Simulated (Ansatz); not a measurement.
Coupled-cluster run, C2H6BBrO, SMILES `OBCCBr`.

```yaml
crystal:
  periodic: [false, false, false]
  atoms:
    - {symbol: O, position_ang: [-1.746763, 0.502247, 0.248937]}
    - {symbol: B, position_ang: [-0.569156, 0.654830, 0.896585]}
    - {symbol: C, position_ang: [0.664990, -0.187117, 0.416972]}
    - {symbol: C, position_ang: [0.583634, -0.756115, -0.979680]}
    - {symbol: Br, position_ang: [0.740557, 0.653015, -2.324157]}
    - {symbol: H, position_ang: [-2.459401, 1.030472, 0.614738]}
    - {symbol: H, position_ang: [-0.502640, 1.380929, 1.854146]}
    - {symbol: H, position_ang: [0.742647, -1.028990, 1.126054]}
    - {symbol: H, position_ang: [1.594158, 0.374385, 0.552172]}
    - {symbol: H, position_ang: [1.391416, -1.448441, -1.206854]}
    - {symbol: H, position_ang: [-0.374043, -1.232214, -1.178312]}
basis:
  gaussian: {orbitals: def2-TZVPP}
correlation: {method: ccsd_t}
```

```sh
$ ansatz run in.yaml --threads 4 --pin off --events-out ev --progress --plain --max-ram 10444MiB
```

Log, shortened:

```
Functional definition: HF
1562 factors; integrals over basis functions are off by at most 1.1e-3 eV
mean field evaluation 1: about -74863.3842 eV, gradient 4.0e1 eV
mean field evaluation 2: about -74863.5968 eV, gradient 4.0e1 eV
mean field evaluation 4: about -74867.2386 eV, gradient 4.3e0 eV
mean field evaluation 8: about -74867.3001 eV, gradient 2.2e-1 eV
mean field -74867.30031231 eV, -2751.3225395988 hartree, gradient 6.5e-6 eV, S^2 0.000000; 0 other end points of the search recorded, 0 dependent functions left out
13 core orbitals not correlated: weight in the atoms' cores, before any rotation towards them, 1.000 or more for the frozen orbitals, at most 0.000 for the correlated occupied ones
reference -74867.30031231 eV, -2751.3225395988 hartree; 20, 20 occupied and 223, 223 virtual orbitals, 1562 factors
second order -26.21843901 eV of doubles, -0.00000000 eV of singles
cycle   1  -26.48686522 eV  change   -2.7e-1 eV  update   1.0e-1
cycle   2  -27.09012628 eV  change   -6.0e-1 eV  update   2.8e-2
cycle   3  -27.20356526 eV  change   -1.1e-1 eV  update   1.5e-2
cycle   4  -27.18865399 eV  change    1.5e-2 eV  update   3.8e-3
cycle   5  -27.18933521 eV  change   -6.8e-4 eV  update   1.8e-3
cycle   6  -27.18986069 eV  change   -5.3e-4 eV  update   5.2e-4
cycle   7  -27.18956376 eV  change    3.0e-4 eV  update   1.8e-4
cycle   8  -27.18956380 eV  change   -3.5e-8 eV  update   5.2e-5
cycle   9  -27.18958333 eV  change   -2.0e-5 eV  update   1.8e-5
perturbative correction -1.02382144 eV, -0.0376247438 hartree
Total energy: -74895.51371708 eV, -2752.3593631001 hartree
```

Hardware: 4 threads of an Arm Neoverse N1 on a shared host. Wall time 7.9 min, peak host memory 6.2 GiB.

MP2 recovers 92.9 % of the CCSD(T) correlation energy and the triples give 3.6 %; T1 = 0.0102.
